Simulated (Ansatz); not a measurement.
```xyz
3

O    -0.0376    0.0040   -0.4530
O    -0.0167    1.0707    0.1641
O     0.0037   -1.1105    0.2070
```

Basis set: cc-pVDZ (spherical functions). Correlated methods keep 3 orbitals frozen. Charge 0, multiplicity 1.

Computed with Ansatz (development build ahead of 0.2.0); each method stands on the lowest determinant of its kind that the runs found. Restricted open shells among the atoms or ions are ROHF, correlated in semicanonical orbitals with singles.

The atomization energy at this shape (free ground-state atoms in the same class of orbitals less the molecule, no zero-point energy) of singlet O₃:

```
 method  atomization energy
RHF-MP2     133.29 kcal/mol
```

Task: What does RHF give?

Result: -59.55 kcal/mol. Caution: in another basis set an unrestricted determinant lies well below. Caution for RHF: the molecule lies well above its atoms at this level.
